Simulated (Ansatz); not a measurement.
```yaml
crystal:
  periodic: [false, false, false]
  atoms:
    - {symbol: Si, position_ang: [-0.954217, 0.444678, 1.107369]}
    - {symbol: As, position_ang: [1.357172, 0.466184, 0.998912]}
    - {symbol: C, position_ang: [1.171116, -1.014006, -0.415526]}
    - {symbol: Ga, position_ang: [0.341188, 0.536126, -1.237229]}
    - {symbol: H, position_ang: [-1.399146, 0.327631, -0.404074]}
    - {symbol: H, position_ang: [-1.635419, -0.776004, 1.619286]}
    - {symbol: H, position_ang: [-1.631238, 1.665463, 1.609422]}
    - {symbol: H, position_ang: [0.599164, -1.891158, -0.126436]}
    - {symbol: H, position_ang: [2.157781, -1.280473, -0.787032]}
    - {symbol: H, position_ang: [-0.006391, 1.521559, -2.364701]}
basis:
  gaussian: {orbitals: 6-31G, final_grid: {core_spheres: 20, valence_spheres: 16, degree: 47}}
hamiltonian: {xc: {name: B97M-V}}
```

```sh
$ ansatz run in.yaml --threads 4 --pin off --events-out ev --progress --plain --max-ram 10444MiB
```

Shortened log:

```
Functional definition: B97M-V
1322 factors; their error is unknown
mean field evaluation 1: about -122181.1304 eV, gradient 4.8e1 eV
mean field evaluation 2: about -122165.5004 eV, gradient 7.9e1 eV
mean field evaluation 4: about -122186.9738 eV, gradient 5.4e0 eV
mean field evaluation 8: about -122187.0720 eV, gradient 1.1e-1 eV
mean field evaluation 16: about -122186.9661 eV, gradient 1.0e-4 eV
mean field -122186.96605763 eV, -4490.2881813177 hartree, gradient 2.1e-5 eV, S^2 0.000000; 0 other end points of the search recorded, 0 dependent functions left out
reference -122186.96613237 eV, -4490.2881840644 hartree; 45, 45 occupied and 47, 47 virtual orbitals, 1322 factors
Total energy: -122186.96613237 eV, -4490.2881840644 hartree
```

Hardware: 4 threads of an Arm Neoverse V2 on a shared host. Wall time 4.2 s, peak host memory 0.47 GiB.
